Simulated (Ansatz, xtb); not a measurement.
**C4H6BN: which of two isomers lies lower**

We compare X, `B[C@@H]1C[C@H]1C#N`, a singlet, with Y, `B[C@@H]1C[C@@H]1C#N`, a singlet. Both are isolated molecules in the gas phase, relaxed with PBE-D3(BJ)/def2-SVP; the shapes shown needn't be the lowest conformers.

X (Å):

```xyz
12

C     0.7273    0.6805    0.1864
C    -0.2708    0.1256   -0.8315
C     0.8694    0.9441   -1.3485
C     0.6543    2.2878   -1.8211
B     1.7851   -0.2546    0.7990
N     0.4809    3.3810   -2.2094
H     2.2212   -0.0842    1.9205
H     2.1923   -1.1891    0.1292
H     0.3639    1.5578    0.7452
H    -0.2466   -0.9532   -1.0455
H    -1.2710    0.5836   -0.8353
H     1.6877    0.4125   -1.8618
```

Y (Å):

```yaml
atoms:
  - { symbol: C, position_ang: [1.5837, 0.4457, -0.6761] }
  - { symbol: C, position_ang: [0.6574, 1.4516, -1.3910] }
  - { symbol: C, position_ang: [0.1888, 0.0411, -1.2046] }
  - { symbol: C, position_ang: [-0.8964, -0.2629, -0.3016] }
  - { symbol: B, position_ang: [1.8344, 0.7689, 0.8089] }
  - { symbol: N, position_ang: [-1.7933, -0.5213, 0.4079] }
  - { symbol: H, position_ang: [0.8949, 1.0619, 1.5234] }
  - { symbol: H, position_ang: [2.9646, 0.7848, 1.2576] }
  - { symbol: H, position_ang: [2.4043, 0.0689, -1.3074] }
  - { symbol: H, position_ang: [0.1784, 2.2325, -0.7814] }
  - { symbol: H, position_ang: [0.9499, 1.7649, -2.4045] }
  - { symbol: H, position_ang: [0.2085, -0.6095, -2.0951] }
```

Estimate which is lower in electronic energy at CCSD(T)/def2-SVP + ΔMP2/def2-TZVPP, and by roughly how much.

Too close to call at this level: CCSD(T)/def2-SVP + ΔMP2/def2-TZVPP gives E(Y) − E(X) = +0.71 kcal/mol.

The same difference at several levels:

```json
{"level": "GFN2-xTB", "geometry": "GFN2-xTB", "E(Y) − E(X) (kcal/mol)": "+0.71", "departure from the last row (kcal/mol)": "0.00", "job, with rough time for the two": "optimisation, 0.83 s"}
{"level": "HF/STO-3G", "geometry": "GFN2-xTB", "E(Y) − E(X) (kcal/mol)": "+0.63", "departure from the last row (kcal/mol)": "−0.08", "job, with rough time for the two": "single point, 2.1 s"}
{"level": "r2SCAN-D4/def2-SVP", "geometry": "GFN2-xTB", "E(Y) − E(X) (kcal/mol)": "+0.96", "departure from the last row (kcal/mol)": "+0.26", "job, with rough time for the two": "single point, 11 s"}
{"level": "PBE-D3(BJ)/def2-SVP", "geometry": "PBE-D3(BJ)/def2-SVP", "E(Y) − E(X) (kcal/mol)": "+0.87", "departure from the last row (kcal/mol)": "+0.16", "job, with rough time for the two": "optimisation, 2.6 min"}
{"level": "HF/def2-SVP", "geometry": "PBE-D3(BJ)/def2-SVP", "E(Y) − E(X) (kcal/mol)": "+0.92", "departure from the last row (kcal/mol)": "+0.21", "job, with rough time for the two": "part of the CCSD(T) run"}
{"level": "MP2/def2-SVP", "geometry": "PBE-D3(BJ)/def2-SVP", "E(Y) − E(X) (kcal/mol)": "+0.79", "departure from the last row (kcal/mol)": "+0.08", "job, with rough time for the two": "part of the CCSD(T) run"}
{"level": "CCSD(T)/def2-SVP", "geometry": "PBE-D3(BJ)/def2-SVP", "E(Y) − E(X) (kcal/mol)": "+0.79", "departure from the last row (kcal/mol)": "+0.08", "job, with rough time for the two": "single point"}
{"level": "CCSD(T)/def2-SVP + ΔMP2/def2-TZVPP", "geometry": "PBE-D3(BJ)/def2-SVP", "E(Y) − E(X) (kcal/mol)": "+0.71", "departure from the last row (kcal/mol)": "", "job, with rough time for the two": "single point, 2.1 min"}
```

As drawn, both hold the same kinds of bond in the same numbers.

The largest departure from CCSD(T)/def2-SVP + ΔMP2/def2-TZVPP is that of r2SCAN-D4/def2-SVP, 0.26 kcal/mol. The last row adds to CCSD(T) the change of the MP2 difference between the two basis sets, here −0.08 kcal/mol.

With thermal terms from frequencies at re-optimised GFN2-xTB minima (ideal gas, soft modes damped towards free rotors, one conformer each, 298.15 K, 1 atm): on the last row, ΔE + ΔZPE = +0.70, ΔH = +0.68, ΔG = +0.74 kcal/mol.

The correlated steps freeze 6 core orbitals. Run with Ansatz 0.2.0, xtb 6.7.1; the last row on 2 threads of Intel(R) Xeon(R) Processor @ 2.50GHz (Skylake/Cascade Lake) on a shared host.
